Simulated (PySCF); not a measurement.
N-methylmethanimine (C₂H₅N), SMILES C=NC.

Geometry optimised at PBE0-D3(BJ)/def2-TZVP.

These are PBE/def2-TZVPD in PySCF values and carry that method's errors.

Gas-phase values at a fixed geometry.

**Question.** Estimate the frontier levels, gap, dipole moment and polarisability. (Estimate from the structure and the level; the computed values follow.)

**Answer.** 
```yaml
highest_occupied_level: -5.91 eV
lowest_empty_level: -1.49 eV
orbital_gap: 4.42 eV
dipole_moment: 1.40 D
quadrupole, principal values (traceless, Buckingham form, about the centre of nuclear charge): -3.23, -0.80, 4.04 D·Å
mean_static_polarisability: 37.7 bohr³ (5.58 Å³)
polarisability_principal_values: 28.0, 36.9, 48.2 bohr³
```
